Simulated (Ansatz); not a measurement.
Geometry optimisation, RKS PBE-D4/6-31G* in Ansatz.

Input:

```yaml
crystal:
  periodic: [false, false, false]
  atoms:
    - { symbol: Al, position_ang: [0.0, 0.0, 0.0] }
    - { symbol: O, position_ang: [0.0, 0.0, 2.13] }
    - { symbol: H, position_ang: [-0.9095, -0.2814, 2.4671] }
    - { symbol: "N", position_ang: [1.6627, 0.0, -0.96] }
    - { symbol: H, position_ang: [2.1293, -0.9179, -1.2118] }
    - { symbol: H, position_ang: [2.1141, 0.9179, -1.2382] }
    - { symbol: H, position_ang: [-1.351, 0.0, -0.78] }
    - { symbol: S, position_ang: [0.1147, 2.4267, 0.8072] }
    - { symbol: H, position_ang: [0.6673, 2.4659, 2.093] }
    - { symbol: H, position_ang: [0.0596, 1.2609, 1.9536] }
basis:
  gaussian: { orbitals: "6-31G*" }
hamiltonian:
  xc: pbe
  dispersion: d4
relax:
  f_tol: 0.15
  max_steps: 25
  restrain:
    - { distance: [0, 7], at: 2.26, k: 30.0 }
    - { distance: [9, 1], at: 1.01, k: 30.0 }
    - { distance: [0, 1], at: 2.98, k: 30.0 }
    - { distance: [9, 7], at: 2.6, k: 30.0 }
```

Command:

```bash
$ ansatz run input.yaml --threads 1 --pin off --max-ram 2048MiB --backend cpu --events-out ev --progress --plain --runs-dir out
```

Q: Where does it end, and by what steps?

A: The run converged. The restraints hold the end off the free minimum. After 11 steps the energy has fallen by 1.892 eV (the restraints' own energy left out); H9 moved furthest, 1.35 Å. Parted: Al1–O2 (2.13 → 2.97 Å). Joined: O2–H10 (1.27 → 1.00 Å).

| step | energy less start (eV) | largest force component (eV/Å) | accepted |
| --- | --- | --- | --- |
| 0 | 0.0000 | 2.771 | yes |
| 1 | -0.4966 | 2.835 | yes |
| 2 | -0.7835 | 2.616 | yes |
| 3 | -1.0627 | 2.358 | yes |
| 4 | -1.4497 | 1.302 | yes |
| 5 | -1.6024 | 1.287 | yes |
| 6 | -1.7030 | 0.879 | yes |
| 7 | -1.7732 | 0.707 | yes |
| 8 | -1.8387 | 0.549 | yes |
| 9 | -1.8617 | 0.475 | yes |
| 10 | -1.8783 | 0.825 | yes |
| 11 | -1.8920 | 0.539 | yes |

```xyz
10
Properties=species:S:1:pos:R:3
Al 0.056 0.603 -0.281
O -0.098 -0.241 2.558
H -1.038 -0.520 2.583
N 1.657 0.154 -0.937
H 1.829 -0.729 -1.418
H 2.542 0.613 -0.724
H -1.270 -0.156 -0.724
S -0.180 2.597 0.745
H 1.159 2.801 0.881
H -0.169 0.752 2.578
```

Time of the run: 40 s on 1 thread of Arm Neoverse V1 (shared host), peak memory 0.14 GiB.
